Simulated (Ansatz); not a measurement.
`C=COB(O)Cl` → B• + 2 C• + Cl• + 4 H• + 2 O•  (atomization)

Gas-phase electronic energies from Ansatz, PBE0-D4/def2-TZVP geometries. CCSD(T)/CBS is the MP2 limit (def2-TZVPP, def2-QZVPP) plus CCSD(T) − MP2 in def2-TZVPP, frozen cores. This one scheme is used for every species, atoms too. DFT in def2-TZVPP. B3LYP here is the variant with VWN-RPA as its local correlation; programs differ in this. No spin–orbit coupling; open shells (•) take unrestricted orbitals. Spin–orbit coupling would lower the free atoms: a little for B, C, Cl, O. One conformer a species, not always the lowest.

```csv
level,ΔE (kJ/mol),difference from CCSD(T)/CBS
PBE-D4,4457.0,142.7
r2SCAN-D4,4355.8,41.5
PBE0-D4,4348.5,34.2
B3LYP-D4,4314.8,0.5
ωB97X-V,4318.8,4.5
ωB97M-V,4343.4,29.1
B2PLYP,4284.0,-30.3
PBE,4437.2,122.9
r2SCAN,4350.8,36.5
PBE0,4331.8,17.5
B3LYP,4283.1,-31.2
HF/def2-TZVPP,3151.3,-1163.0
MP2/def2-TZVPP,4340.0,25.7
SCS-MP2/def2-TZVPP,4272.1,-42.2
CCSD/def2-TZVPP,4124.4,-189.9
CCSD(T)/def2-TZVPP,4202.1,-112.2
HF/def2-QZVPP,3156.5,-1157.8
MP2/def2-QZVPP,4406.2,91.9
SCS-MP2/def2-QZVPP,4345.3,31.0
HF/CBS(def2),3157.2,-1157.1
MP2/CBS(def2),4452.2,137.9
CCSD/CBS(def2),4236.5,-77.8
CCSD(T)/CBS,4314.3,0
```

Largest T1 diagnostic among the species: 0.014.

In def2-TZVPP, CCSD(T) changes the Hartree–Fock value by +1050.8 kJ/mol (the triples alone add +77.7 kJ/mol) and MP2 by +1188.7 kJ/mol; breaking electron pairs costs correlation energy, which Hartree–Fock lacks. From PBE to PBE0 (25 % exact exchange), in def2-TZVPP and without D4, ΔE moves by −105.5 kJ/mol: exact exchange takes away binding that semilocal exchange gives to molecules.

For atomizations the MP2-based limit and the directly extrapolated one differ by several kJ/mol either way, and by 10 to 25 for some Ge, Se and Sn compounds, so smaller differences from it don't rank the levels.
